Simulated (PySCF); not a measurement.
Numbering as in the mapped SMILES `[CH2:1]=[C:2]([F:3])[SiH2:4][NH2:5]`. Hydrogens are named by the atom that carries them. Ha(C1) is cis to F3; Hb(C1) is trans to F3.

Geometry: PBE0-D3(BJ)/def2-SVP; GIAO shifts from PySCF 2.14, gas phase, non-relativistic, averaged over equivalent atoms.

At OPBE/pcSseg-2 (271 basis functions, 36 s wall time on 1 thread of an Intel Xeon Platinum 8488C, shared host):
```csv
atoms,δ (ppm)
C2,177.3
C1,110.6
F3,-105.4
Si4,-46.8
N5,6.7
Ha(C1),5.60
Hb(C1),5.57
H(Si4),4.97
H(N5),0.27
```

Chemical shifts δ = σref − σ; 13C (184.41 ppm) and 29Si (355.55 ppm) and 1H (31.20 ppm) vs TMS; CFCl3 for 19F (155.15 ppm); 15N (262.82 ppm) vs NH3, all at this level.

Problem. Estimate the result of repeating the calculation with KT3/pcSseg-2.

Solution. 
| atoms | δ at KT3/pcSseg-2 | change |
| --- | --- | --- |
| C2 | 173.7 | -3.6 |
| C1 | 105.2 | -5.4 |
| F3 | -120.8 | -15.4 |
| Si4 | -50.6 | -3.8 |
| N5 | 6.3 | -0.4 |
| Ha(C1) | 5.45 | -0.15 |
| Hb(C1) | 5.35 | -0.22 |
| H(Si4) | 4.83 | -0.14 |
| H(N5) | 0.30 | +0.03 |

Chemical shifts δ = σref − σ; 13C (σref 181.31) and 29Si (σref 358.24) and 1H (σref 31.35) vs TMS; 19F (σref 146.91) vs CFCl3; NH3 for 15N (σref 258.71), all at this level.

The largest change is at F3 (vinylic fluorine). Cost: 271 basis functions, 37 s wall time on 1 thread of an Intel Xeon Platinum 8488C, shared host.

Unscaled 19F shifts against computed CFCl3 carry errors that often reach 10 to 50 ppm. Experimental scales use liquid or dissolved standards, which lie at an offset from isolated NH3 (liquid NH3: subtract about 20 ppm).
